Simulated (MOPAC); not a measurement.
Input file for MOPAC: PM7 on FH3Si (SMILES F[SiH3]), a point of a bond scan (R = 1.927 Å).

```
PM7 1SCF PRECISE CHARGE=0 THREADS=1
FH3Si

F      1.40766742 1    -0.02208836 1    -0.21975515 1
Si    -0.49646928 1     0.00779033 1     0.07750530 1
H     -0.94494949 1     1.41511357 1     0.06667951 1
H     -0.77052837 1    -0.61593767 1     1.38810265 1
H     -1.14675391 1    -0.75426329 1    -1.00795064 1
```

It printed:

```
*******************************************************************************
 **                                                                           **
 **                              MOPAC v23.2.5                                **
 **                                                                           **
 *******************************************************************************
 ** MOPAC's Digital Object Identifier: https://doi.org/10.5281/zenodo.6511958 **
 **                                                                           **
 ** Please cite the open-source release paper for use of this MOPAC version:  **
 ** J. E. Moussa and J. J. P. Stewart (2026)                                  **
 ** MOPAC: An open-source semiempirical molecular orbital program             **
 ** J. Open Source Softw., 11(119), 8025, https://doi.org/10.21105/joss.08025 **
 *******************************************************************************

                              PM7 CALCULATION RESULTS

 *******************************************************************************
 *  PM7        - The PM7 Hamiltonian to be used
 *
 *
 *
 *                 CHARGE ON SYSTEM = 0
 *
 *
 *
 *  PRECISE    - TIGHTER CRITERIA TO BE USED
 *  1SCF       - DO 1 SCF AND THEN STOP
 *  THREADS=1  - MULTI-THREADING NOT USED
 *  T=         - A TIME OF 172800.0 SECONDS REQUESTED
 *  DUMP=N     - RESTART FILE WRITTEN EVERY 7200.0 SECONDS REQUESTED
 *******************************************************************************
PM7 1SCF PRECISE CHARGE=0 THREADS=1
 FH3Si

   ATOM   CHEMICAL          X               Y               Z
  NUMBER   SYMBOL      (ANGSTROMS)     (ANGSTROMS)     (ANGSTROMS)

     1       F          1.40766742  *  -0.02208836  *  -0.21975515  *
     2      Si         -0.49646928  *   0.00779033  *   0.07750530  *
     3       H         -0.94494949  *   1.41511357  *   0.06667951  *
     4       H         -0.77052837  *  -0.61593767  *   1.38810265  *
     5       H         -1.14675391  *  -0.75426329  *  -1.00795064  *



          CARTESIAN COORDINATES

    NO.       ATOM           X           Y           Z

     1         F          1.4077     -0.0221     -0.2198
     2        Si         -0.4965      0.0078      0.0775
     3         H         -0.9449      1.4151      0.0667
     4         H         -0.7705     -0.6159      1.3881
     5         H         -1.1468     -0.7543     -1.0080

 General Reference for PM7:
 "Optimization of Parameters for Semiempirical Methods VI: More Modifications to the
 NDDO Approximations and Re-optimization of Parameters", J. J. P. Stewart, J. Mol. Mod., 1:32, 19 (2013)
 https://link.springer.com/article/10.1007/s00894-012-1667-x

           Empirical Formula: H3 F Si  =     5 atoms



      MOLECULAR POINT GROUP   :   C3v


      RHF CALCULATION, NO. OF DOUBLY OCCUPIED LEVELS = 7


 -------------------------------------------------------------------------------
 PM7 1SCF PRECISE CHARGE=0 THREADS=1
 FH3Si



     1SCF WAS SPECIFIED, SO BFGS WAS NOT USED
     SCF FIELD WAS ACHIEVED


                              PM7 CALCULATION
                                                       MOPAC v23.2.5 Linux




          FINAL HEAT OF FORMATION =        -60.76417 KCAL/MOL =    -254.23729 KJ/MOL


          COSMO AREA              =         87.90 SQUARE ANGSTROMS
          COSMO VOLUME            =         73.63 CUBIC ANGSTROMS

          IONIZATION POTENTIAL    =         13.243510 EV
          HOMO LUMO ENERGIES (EV) =        -13.244 -0.293
          NO. OF FILLED LEVELS    =          7
          MOLECULAR WEIGHT        =         50.1076         POINT GROUP:  C3v

          MOLECULAR DIMENSIONS (Angstroms)

            Atom       Atom       Distance
            H     4    F     1     2.77171
            H     5    H     3     2.42935
            H     3    H     4     1.81462


          SCF CALCULATIONS        =          1





   ATOM   CHEMICAL          X               Y               Z
  NUMBER   SYMBOL      (ANGSTROMS)     (ANGSTROMS)     (ANGSTROMS)

     1       F          1.40766742  *  -0.02208836  *  -0.21975515  *
     2      Si         -0.49646928  *   0.00779033  *   0.07750530  *
     3       H         -0.94494949  *   1.41511357  *   0.06667951  *
     4       H         -0.77052837  *  -0.61593767  *   1.38810265  *
     5       H         -1.14675391  *  -0.75426329  *  -1.00795064  *

                             CARTESIAN COORDINATES

   1    F        1.407667420    -0.022088360    -0.219755150
   2   Si       -0.496469280     0.007790330     0.077505300
   3    H       -0.944949490     1.415113570     0.066679510
   4    H       -0.770528370    -0.615937670     1.388102650
   5    H       -1.146753910    -0.754263290    -1.007950640


           Empirical Formula: H3 F Si  =     5 atoms



      MOLECULAR POINT GROUP   :   C3v


                  EIGENVALUES
 -37.60011 -18.85509 -14.38221 -14.38221 -13.44314 -13.24351 -13.24351  -0.29270
   1.74043   1.74044   6.03730  20.48991  20.48991  21.19422  21.19422  21.61850


              NET ATOMIC CHARGES AND DIPOLE CONTRIBUTIONS

  ATOM NO.   TYPE          CHARGE      No. of ELECS.   s-Pop       p-Pop       d-Pop
    1          F          -0.466137        7.4661     1.96740     5.49874
    2         Si           0.281175        3.7188     0.96872     2.62310     0.12701
    3          H           0.061654        0.9383     0.93835
    4          H           0.061654        0.9383     0.93835
    5          H           0.061654        0.9383     0.93835
 DIPOLE           X         Y         Z       TOTAL
 POINT-CHG.    -4.670     0.073     0.729     4.727
 HYBRID         1.278    -0.020    -0.200     1.294
 SUM           -3.391     0.053     0.529     3.433


          ATOMIC ORBITAL ELECTRON POPULATIONS

     Atom    s        px        py        pz      x^2-y^2     xz        z^2       yz        xy
    1  F   1.96740   1.54927   1.97993   1.96954
    2 Si   0.96872   0.52448   1.05572   1.04290   0.03338   0.02524   0.02518   0.01824   0.02497
    3  H   0.93835
    4  H   0.93835
    5  H   0.93835

 **********************
 *                    *
 * JOB ENDED NORMALLY *
 *                    *
 **********************




 == MOPAC DONE ==
```

The run finished.

Cost: very roughly 0.03 core-seconds.
